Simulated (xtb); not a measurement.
xtb input (GFN1-xTB):

```bash
xtb mol.xyz --gfn 1 --sp --chrg 0 --uhf 0
```
mol.xyz:
```
2

Ag    -0.00000000    -0.00000000    -1.29830898
Ag     0.00000000     0.00000000     1.29830898
```

End of the output:

```
         :::::::::::::::::::::::::::::::::::::::::::::::::::::
         ::                     SUMMARY                     ::
         :::::::::::::::::::::::::::::::::::::::::::::::::::::
         :: total energy              -7.619194869271 Eh    ::
         :: gradient norm              0.004032420525 Eh/a0 ::
         :: HOMO-LUMO gap              1.377177038210 eV    ::
         ::.................................................::
         :: SCC energy                -7.622571042958 Eh    ::
         :: -> electrostatic           0.007757881301 Eh    ::
         :: repulsion energy           0.003816288737 Eh    ::
         :: dispersion energy         -0.000440115050 Eh    ::
         :: halogen bond corr.         0.000000000000 Eh    ::
         :: add. restraining           0.000000000000 Eh    ::
         :: total charge               0.000000000000 e     ::
         :::::::::::::::::::::::::::::::::::::::::::::::::::::

           -------------------------------------------------
          |                Property Printout                |
           -------------------------------------------------

    * Orbital Energies and Occupations

         #    Occupation            Energy/Eh            Energy/eV
      -------------------------------------------------------------
         1        2.0000           -0.4264590             -11.6045
         2        2.0000           -0.4116000             -11.2002
         3        2.0000           -0.4116000             -11.2002
         4        2.0000           -0.3988598             -10.8535
         5        2.0000           -0.3988598             -10.8535
         6        2.0000           -0.3952513             -10.7553
         7        2.0000           -0.3952513             -10.7553
         8        2.0000           -0.3839396             -10.4475
         9        2.0000           -0.3839396             -10.4475
        10        2.0000           -0.3698593             -10.0644
        11        2.0000           -0.3011009              -8.1934 (HOMO)
        12                         -0.2504906              -6.8162 (LUMO)
        13                         -0.2053817              -5.5887
        14                         -0.2053817              -5.5887
        15                         -0.1663424              -4.5264
        16                         -0.0646534              -1.7593
        17                         -0.0646534              -1.7593
        18                          0.9129055              24.8414
      -------------------------------------------------------------
                  HL-Gap            0.0506103 Eh            1.3772 eV
             Fermi-level           -0.2757958 Eh           -7.5048 eV
Note: The following floating-point exceptions are signalling: IEEE_DENORMAL
normal termination of xtb

  Mulliken/CM5 charges         n(s)   n(p)   n(d)
     1Ag    0.00000  0.00000   0.814  0.256  9.930
     2Ag   -0.00000 -0.00000   0.814  0.256  9.930

Wiberg/Mayer (AO) data.
largest (>0.10) Wiberg bond orders for each atom

 ---------------------------------------------------------------------------
     #   Z sym  total        # sym  WBO       # sym  WBO       # sym  WBO
 ---------------------------------------------------------------------------
     1  47 Ag   1.171 --     2 Ag   1.171
     2  47 Ag   1.171 --     1 Ag   1.171
 ---------------------------------------------------------------------------

Topologies differ in total number of bonds
Writing topology from bond orders to xtbtopo.mol

 dipole moment from electron density (au)
     X       Y       Z
  -0.0000   0.0000  -0.0000  total (Debye):    0.000

           -------------------------------------------------
          | TOTAL ENERGY               -7.619194869271 Eh   |
          | GRADIENT NORM               0.004032420525 Eh/α |
          | HOMO-LUMO GAP               1.377177038210 eV   |
           -------------------------------------------------

------------------------------------------------------------------------
------------------------------------------------------------------------
 total:
 SCF:
```
